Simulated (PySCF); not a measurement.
SMILES C#C[SiH2][Si](F)(F)F (C2H3F3Si2) (PBE/def2-SVP optimised geometry):

```
10

C      1.771    -1.696     0.171
C      1.405    -0.525     0.098
Si     0.807     1.203     0.000
Si    -1.533     1.203     0.000
F     -2.098     2.726     0.000
F     -2.148     0.465    -1.308
F     -2.150     0.461     1.305
H      2.098    -2.726     0.236
H      1.279     1.859    -1.266
H      1.280     1.994     1.186
```

Computed with PBE/def2-TZVP (PySCF 2.14.0).

Problem. What are the frontier orbital energies and the dipole moment?

Solution. HOMO-2 -8.59 eV, HOMO-1 -7.48 eV, HOMO -7.32 eV, LUMO -1.86 eV, LUMO+1 -1.82 eV; dipole moment 2.46 D.

Meta-Löwdin charges at PBE/def2-TZVP: C1 -0.13, C2 -0.27, Si3 0.31, Si4 1.39, F5 -0.46, F6 -0.46, F7 -0.46, H8 0.18, H9 -0.04, H10 -0.04.
